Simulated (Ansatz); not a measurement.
Born–Oppenheimer molecular dynamics of C3H6B2ClF (13 atoms, charge 0, multiplicity 1). It starts from a relaxed structure.

Method: RKS B3LYP/STO-3G in Ansatz.

```
ensemble                      : NVE (velocity Verlet)
time step                     : 0.25 fs
steps asked                   : 574
starting velocities drawn for : 300 K
seed                          : 163480
```

First frame:

```xyz
13
Properties=species:S:1:pos:R:3
C -1.537 -0.276 1.165
B -0.234 -0.071 0.311
C 0.830 -1.006 -0.441
B 1.382 0.326 -1.155
C 0.691 1.219 -0.013
F 0.803 2.466 0.452
Cl -0.579 0.994 -1.759
H -2.173 -1.077 0.762
H -2.144 0.637 1.262
H -1.243 -0.584 2.184
H 1.573 -1.401 0.273
H 0.468 -1.840 -1.057
H 2.184 0.578 -1.968
```

(1) How far do the bonds stretch over the last three quarters of this one trajectory? (Pairs bonded in most of those frames.)

## Answers

(1) 
```
  bond  mean (Å)  spread (Å)  shortest  longest
 C1–B2     1.573       0.021      1.51     1.61
 C1–H8     1.100       0.013      1.07     1.12
 C1–H9     1.103       0.010      1.08     1.12
C1–H10     1.105       0.013      1.08     1.12
 B2–C3     1.598       0.013      1.58     1.63
 B2–C5     1.622       0.020      1.58     1.66
 C3–B4     1.614       0.033      1.56     1.67
C3–H11     1.107       0.016      1.08     1.14
C3–H12     1.100       0.007      1.09     1.11
 B4–C5     1.606       0.014      1.58     1.64
B4–Cl7     2.145       0.050      2.07     2.24
B4–H13     1.171       0.002      1.17     1.18
 C5–F6     1.339       0.018      1.31     1.37
C5–Cl7     2.163       0.063      2.06     2.27
```

Mean temperature of the second half: 141 K. The conserved energy stayed within 0.03 meV per atom of its start (net change 0.018 meV per atom), so the integration is sound. The temperature averaged 0.47 of the 300 K drawn at the start: a run that starts near a minimum puts about half its kinetic energy into the potential. A run of 0.14 ps of so small a system gives no equilibrium averages. Limits of this set-up: minimal basis.

Time of the run: 24 min on 1 thread of Arm Neoverse V1, on a shared host, peak memory 0.1 GiB.
